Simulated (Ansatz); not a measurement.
Consider the redistribution: `[CH3][Al]([NH2])[Cl]` + `[NH2][Hf]([Cl])([Cl])[Cl]` → `[CH3][Al]([NH2])[NH2]` + `[Cl][Hf]([Cl])([Cl])[Cl]`.

Computed with Ansatz on PBE0-D4/def2-TZVP structures; ΔE is electronic, products minus reactants. CCSD(T)/CBS is the MP2 limit (def2-TZVPP, def2-QZVPP) plus CCSD(T) − MP2 in def2-TZVPP, frozen cores. Functionals use def2-TZVPP. def2 core potentials past Kr. For Hf outer-core shells are correlated without core-valence functions, which leaves a few kJ/mol of doubt a bond. Each species was taken in one conformer, which may not be the lowest.

`[CH3][Al]([NH2])[Cl]`:

```xyz
9

C     1.496   -0.214    0.021
Al   -0.313    0.399    0.347
N    -1.725   -0.228   -0.495
Cl   -0.693    1.899    1.777
H     2.132    0.611   -0.312
H     1.533   -0.998   -0.739
H     1.944   -0.609    0.937
H    -2.670    0.083   -0.334
H    -1.704   -0.944   -1.202
```

`[NH2][Hf]([Cl])([Cl])[Cl]`:

Cartesian coordinates in Å:
```
N 0.024 0.020 1.277
Hf -0.013 0.009 -0.717
Cl -1.790 1.380 -1.363
Cl 2.079 0.744 -1.459
Cl -0.358 -2.185 -1.463
H 0.815 -0.235 1.854
H -0.756 0.267 1.872
```

`[CH3][Al]([NH2])[NH2]`:

Z-matrix (Å, degrees):
```
C
Al 1 1.949
H 1 1.093 2 112.0
H 1 1.094 2 111.6 3 -120.7
H 1 1.094 2 111.2 3 120.1
N 2 1.774 1 120.7 3 167.3
N 2 1.773 1 120.9 3 -13.0
H 6 1.006 2 126.1 1 179.1
H 6 1.006 2 124.0 1 -0.7
H 7 1.006 2 124.0 1 0.5
H 7 1.006 2 126.1 1 -179.3
```

`[Cl][Hf]([Cl])([Cl])[Cl]`:

Cartesian coordinates in Å:
```
Cl -1.058 2.062 -0.016
Hf 0.000 0.000 0.000
Cl -1.489 -1.626 0.716
Cl 0.731 -0.510 -2.140
Cl 1.815 0.074 1.440
```

(1) Is it downhill or uphill in electronic energy at CCSD(T)/CBS, and by how much? (An estimate is asked.)

(2) What do these levels give: LDA (SPW92), BLYP-D4, PBE0-D4, ωB97X-V, B2PLYP, PBE, r2SCANh, BHLYP, LC-ωPBE, RPA@PBE/def2-TZVPP, HF/def2-TZVPP, SCS-MP2/def2-QZVPP? (An estimate is asked.)

Largest T1 diagnostic among the species: 0.014.

Answers

(1) Ansatz gave: Nearly level: ΔE = +0.6 kJ/mol.

(2) Computed: LDA (SPW92) 0.1, BLYP-D4 0.4, PBE0-D4 3.4, ωB97X-V 4.6, B2PLYP 0.5, PBE 2.4, r2SCANh 1.8, BHLYP 2.1, LC-ωPBE 5.4, RPA@PBE/def2-TZVPP 0.9, HF/def2-TZVPP 5.0, SCS-MP2/def2-QZVPP 0.3 kJ/mol.

At CCSD(T), def2-SVP lies +8.8 kJ/mol from the extrapolated value and def2-TZVPP +1.6 kJ/mol. Leaving LDA and LC-ωPBE aside and taking each functional with its dispersion term where it has one, the values, not all of them listed here, spread over 5.9 kJ/mol, from B97M-V to ωB97X-V.
